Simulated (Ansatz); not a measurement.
The Ga1–H2 bond of GaH3Se (SMILES [GaH2][SeH]) is stretched (multiplicity 1, the rest rigid).
Geometry at rest (charge 0, multiplicity 1):
```xyz
5

Ga     0.2749     0.0112    -1.1530
H     -0.8038    -0.5760    -2.1169
H      1.6617     0.6037    -1.5559
Se    -0.3040    -0.0284     1.1136
H      0.9571     0.5901     1.5522
```

Correlated levels freeze the cores. Filled d and f shells under p-block atoms count as core.

Programs: Ansatz (a program for electronic structure). Values without a source in brackets are computed.

Energies above the point at 1.561 Å (the B3LYP-D3(BJ) bond length), FIC-MRCISD+Q on CASSCF(2,2)/cc-pVTZ (kcal/mol): 6.16 at 1.405 Å; 2.67 at 1.717 Å; 82.93 at 4.996 Å.

Task: Take the last value as the depth D of a Morse curve D(1 − e^(−a(R − R₀)))², fit a and R₀ to the two near points, and test it at 2.108 and 2.732 Å.

Result: 
With D = 82.9, both near points (counted from the curve's value at 1.561 Å) are met by a = 1.41 Å⁻¹ and R₀ = 1.576 Å, so k = 2Da² = 331 kcal/(mol Å²). The curve then gives 23.1 and 53.6 kcal/mol; the level itself gives 23.8 and 58.2, so Morse is off by -0.8 and -4.5.
